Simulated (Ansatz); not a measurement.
B2Cl2F4 (`F[B-]1(F)[Cl+][B-](F)(F)[Cl+]1`). The species carries charge 0 and has multiplicity 1. The structure was optimised at the PBE0-D4/def2-TZVP level.

```xyz
8

F     0.996    1.902    0.874
B     1.106    0.719    0.293
F     2.303    0.240   -0.003
Cl    0.067   -0.633    1.305
B    -1.106   -0.719   -0.293
F    -0.991   -1.901   -0.874
F    -2.305   -0.244    0.001
Cl   -0.069    0.637   -1.303
```

(1) What is the dipole moment at B3LYP/def2-TZVPP? (Best estimate.)

(2) Give the Mulliken charges with B3LYP, ωB97M-V, PBE in def2-TZVPP. (Best estimate.)

Results:

(1) Ansatz gave: 0.00 D, zero by symmetry or nearly so.

(2) Computed: 
| atom | B3LYP | ωB97M-V | PBE |
| --- | --- | --- | --- |
| F1 | -0.21 | -0.21 | -0.17 |
| B2 | 0.47 | 0.39 | 0.35 |
| F3 | -0.21 | -0.21 | -0.17 |
| Cl4 | -0.05 | 0.02 | 0.00 |
| B5 | 0.47 | 0.39 | 0.35 |
| F6 | -0.21 | -0.21 | -0.17 |
| F7 | -0.21 | -0.21 | -0.17 |
| Cl8 | -0.05 | 0.02 | 0.00 |

B3LYP here is the variant with VWN-RPA as its local correlation; programs differ in this.
